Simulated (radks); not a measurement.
Question: These are the eigenvalues of the occupied orbitals of an atom or ion with whole-number occupations (hartree). All-electron calculation, scalar-relativistic Kohn-Sham, PBE, spin-polarised, spherical densities, finite nucleus; Fermi nuclear charge, rms radius of each element as measured or else 0.836 A^(1/3) + 0.57 fm. Program: a radial shooting solver on a logarithmic mesh with Libxc functionals.

1s up: -2319.638
1s down: -2318.801
2s up: -575.6536

Which element is it, and in what charge state? The configuration may be excited. Open shells, if any, are filled with parallel spins first.

Answer: Z = 67, holmium, charge +64: Ho64+ in [He] 2s1. The list shows which subshells hold electrons but not how many an open one holds; the 1s level, -2319.6 hartree, gives Z - s = 68.1 by -(Z - s)^2/2, which with screening and relativity narrows Z to a few neighbours, and the depths of the outer levels then fix element, charge and occupations together.
